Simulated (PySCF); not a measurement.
# Reading the logs of faulty runs: BGeH3N cation

Calculated results; nothing here was measured. The program is PySCF 2.14.0, an open-source quantum chemistry code, run on an isolated molecule that a program drew, which may never have been made. The molecule is BGeH3N cation (charge +1, singlet), drawn as the SMILES string `N=[B][GeH2+]`.

Each row is a Hartree-Fock (HF) and frozen-core CCSD(T) single point in the cc-pVDZ basis, meant for a local HF minimum. Run 1 is clean. Each other run has one planted mistake out of seven kinds, and not every kind appears here: one electron removed, one electron added, multiplicity raised by two, geometry at a saddle point, minimal basis STO-3G, one bond length entered in bohr, all coordinates scaled. The reference is restricted for singlets and unrestricted otherwise, and also for a bond in bohr. Adding or removing an electron swaps singlet and doublet. Electrons count all cores. HOMO and LUMO are orbital energies over both spins, the gradient is its largest component, and the lowest frequency (negative if imaginary) is given only where the gradient is small. Bond lengths are over the 5 bonds as drawn. T1 is the CCSD diagnostic: over 0.02 (restricted) or 0.045 (unrestricted) a single reference is doubtful. Germanium has the cc-pVDZ-PP basis, with a core potential (ECP10MDF) in place of its 10 inner electrons, and its 3s, 3p and 3d shells are frozen in CCSD(T).

Geometry of the clean run:
```xyz
6
BGeH3N cation, angstrom
N    -0.9361   -2.3675    2.0980
B    -0.6153   -1.7606    1.0975
Ge   -0.0829   -0.7534   -0.5630
H    -1.1988   -2.8642    2.9167
H     0.1449    0.7399   -0.5305
H     0.1018   -1.4659   -1.8825
```

```
run,electrons,basis functions,<S^2>,HOMO (eV),LUMO (eV),gradient (hartree/bohr),lowest frequency (cm^-1),mean bond (Å),longest bond (Å),T1,HF (hartree),CCSD(T) (hartree),mistake
1,46,66,0.000,-16.81,-6.55,1.7e-05,211,1.4484,2.014,0.0207,-373.96711,-374.32628,no fault
2,46,66,0.902,-16.45,-6.81,1.1e-02,-,1.7173,2.855,0.0447,-373.86525,-374.20912,one bond length entered in bohr
3,45,66,0.764,-25.12,-13.09,9.5e-02,-,1.4484,2.014,0.0179,-373.43155,-373.72656,one electron removed
4,46,66,0.000,-17.59,-6.52,1.1e-01,-,1.3615,1.893,0.0178,-373.93946,-374.28712,all coordinates scaled
5,46,66,2.021,-13.29,-7.34,1.6e-01,-,1.4484,2.014,0.0149,-373.89519,-374.20425,multiplicity raised by two
6,47,66,0.771,-7.86,1.14,3.2e-02,-,1.4484,2.014,0.0172,-374.23125,-374.59742,?
```

**Which mistake was planted in run 6, and what did it cost?**

It counts 47 electrons, one more than the clean run, at the same geometry and basis. So the mistake is: one electron added. Subtracting run 1 and multiplying by 627.51 kcal/mol a hartree, the energy moved by -165.8 kcal/mol in HF and -170.1 kcal/mol in CCSD(T).

Cautions from the logs. Run 1: T1 is over the limit, so its CCSD(T) energy is less reliable.
